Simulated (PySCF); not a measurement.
## Radial density of Co²⁺ (cobalt, charge +2)

UHF, [Ar] 3d7, high-spin 4F determinant. Computed with PySCF 2.14 in x2c-TZVPPall (6s5p4d2f1g, 64 functions), with the spin-free X2C one-electron Hamiltonian (Gaussian nucleus).

```csv
r (bohr),4πr²ρ (e/bohr),4πr²(ρα − ρβ)
0.000956,0.2152,0.0000
0.00161,0.5434,0.0000
0.00270,1.359,0.0000
0.00455,3.282,0.0000
0.00765,7.439,0.0000
0.0129,15.14,0.0000
0.0217,25.77,0.0002
0.0364,32.66,0.0009
0.0613,28.43,0.0047
0.103,26.86,0.0308
0.173,36.65,0.2023
0.292,22.75,0.9921
0.490,15.56,2.5909
0.825,16.46,2.8005
1.39,4.514,1.1064
2.33,0.4073,0.1195
3.92,0.009314,0.0019
```

Densities and radii are taken from the X2C orbitals without a picture-change correction, which distorts them close to the nucleus.
